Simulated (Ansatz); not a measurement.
Torsion H4–O1–Pb2–O3 in H2O2Pb (SMILES [OH][Pb][OH]); at each angle all else is relaxed with GFN2-xTB, and the levels are single points there.
Geometry at 180° (charge 0, multiplicity 1):
```json
[
 {"atom": "O", "x (Å)": "1.3261", "y (Å)": "0.3995", "z (Å)": "-0.6658"},
 {"atom": "Pb", "x (Å)": "-0.3506", "y (Å)": "-0.9270", "z (Å)": "-0.3956"},
 {"atom": "O", "x (Å)": "-1.7224", "y (Å)": "0.1982", "z (Å)": "-1.5541"},
 {"atom": "H", "x (Å)": "2.1738", "y (Å)": "0.2172", "z (Å)": "-0.2701"},
 {"atom": "H", "x (Å)": "-1.4646", "y (Å)": "1.0127", "z (Å)": "-1.9758"}
]
```

On the grid 0° to 330°, 300° is the highest and 180° the lowest point at CCSD(T)/CBS(def2-TZVPP, def2-QZVPP).

Cores are frozen in the correlated methods. Filled d and f shells under p-block atoms count as core.

Codes used: Ansatz (Gaussian basis) for Hartree–Fock, density functionals and correlated methods. Each number belongs to the level named beside it. In def2 rows elements past Kr take small-core potentials, without spin–orbit coupling.

Q: Estimate the energy at 300° less that at 180° that BLYP/def2-TZVPP returns for this input.

A: 6.8 kcal/mol

Q: Give the energy at 300° less that at 180° at the level SVWN5/def2-TZVPP.

A: 4.5 kcal/mol

Q: What energy at 300° less that at 180° does CCSD(T)/def2-QZVPP give?

A: 5.4 kcal/mol

Ansatz is an electronic-structure program.
